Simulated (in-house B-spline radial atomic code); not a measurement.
Checks on a self-consistent run for neutral lithium, [He] 3p1. Method: Dirac-Hartree-Fock, average of configuration, Fermi nucleus of rms radius 2.444 fm. Calculated with a B-spline radial code for spherical atoms.

```
orbital        q    ε (Eh)     <1/r>      <r²>  small-component weight
  1s1/2        2  -2.67777   2.68721  0.445822              9.6295e-05
  3p1/2  0.33333  -0.05678  0.115977   171.544              1.6176e-06
  3p3/2  0.66667  -0.05677  0.115973   171.549              1.6176e-06
```

Electron-electron repulsion V_ee = 1.8817 hartree.

What total energy follows from the eigenvalues?

The eigenvalues count the repulsion twice, so E = Σqε - V_ee = -5.412 - 1.882 = -7.294 hartree; the run printed -7.294.

Does the Dirac virial theorem hold?

For a point nucleus E = -2c²Σq·w, with w the small-component weight. Here Σq·w = 0.00019421 and c = 137.0360, so the ratio E/(-2c²Σq·w) is 1.000000.

What diamagnetic shielding (Lamb formula) and susceptibility (Langevin formula) do the radii give?

σ = (α²/3)Σq<1/r> = 5.4904/(3·137.036²) = 97.457 ppm, and χ = -0.79199×10⁻⁶·Σq<r²> = -136.6×10⁻⁶ cm³/mol with Σq<r²> = 172.44 bohr². Both are non-relativistic formulas without the paramagnetism of open shells.
